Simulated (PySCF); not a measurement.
## `InChI=1S/C4HF2N/c5-2-1-4(6)3-7/h2H`

Geometry:
```tsv
atom	x (Å)	y (Å)	z (Å)
N1	2.751	0.797	0.978
C2	1.898	0.225	0.474
C3	0.830	-0.478	-0.148
F4	1.189	-1.535	-0.898
C5	-0.420	-0.130	0.019
C6	-1.658	0.210	0.204
F7	-2.299	1.087	-0.571
H8	-2.283	-0.167	1.006
```

Level of theory: TDDFT CAM-B3LYP/def2-SVPD circular dichroism and optical rotation, one conformer, gas phase (PySCF 2.14.0). Geometry: GFN2-xTB.

No stereocentre is labelled: unless the shape is locked (an allene, a helicene, a hindered biaryl), the mirror image is equally populated and a measured rotation or CD is zero.

**Question.** Draw the ECD and absorption spectra from the lowest 16 states, each a Gaussian of half-width 0.2 eV at 1/e height.

**Answer.** 
| E (eV) | λ (nm) | Δε (L mol⁻¹ cm⁻¹) | ε (L mol⁻¹ cm⁻¹) |
| --- | --- | --- | --- |
| 4.53 | 274 | 0.00 | 0.0532 |
| 4.68 | 265 | +0.03 | 1.29 |
| 4.83 | 257 | +0.26 | 10.1 |
| 4.98 | 249 | +0.63 | 26.1 |
| 5.13 | 242 | +0.15 | 25.4 |
| 5.28 | 235 | -1.94 | 26.7 |
| 5.43 | 228 | -3.54 | 36.3 |
| 5.58 | 222 | -1.96 | 35.9 |
| 5.73 | 216 | -0.26 | 438 |
| 5.88 | 211 | +0.81 | 3790 |
| 6.03 | 206 | +2.36 | 10700 |
| 6.18 | 201 | +2.17 | 9850 |
| 6.33 | 196 | +0.65 | 2940 |
| 6.48 | 191 | +0.05 | 285 |
| 6.63 | 187 | -0.22 | 11.5 |
| 6.78 | 183 | -1.07 | 58.4 |
| 6.93 | 179 | -1.09 | 1570 |
| 7.08 | 175 | +5.45 | 16100 |
| 7.23 | 171 | +20.90 | 54200 |
| 7.38 | 168 | +21.01 | 59800 |
| 7.53 | 165 | +0.34 | 26000 |
| 7.68 | 161 | -10.73 | 18400 |
| 7.83 | 158 | +0.33 | 17900 |
| 7.98 | 155 | +15.75 | 8130 |
| 8.13 | 152 | +8.96 | 5280 |
| 8.28 | 150 | -4.47 | 6430 |
| 8.43 | 147 | -8.81 | 4260 |
| 8.58 | 144 | -9.15 | 2160 |
| 8.73 | 142 | +0.54 | 1650 |
| 8.88 | 140 | +9.72 | 3870 |
| 9.03 | 137 | -5.71 | 8600 |

Δε uses R in velocity form, ε uses f in length form. Only the states computed contribute, so the short-wavelength end is incomplete.
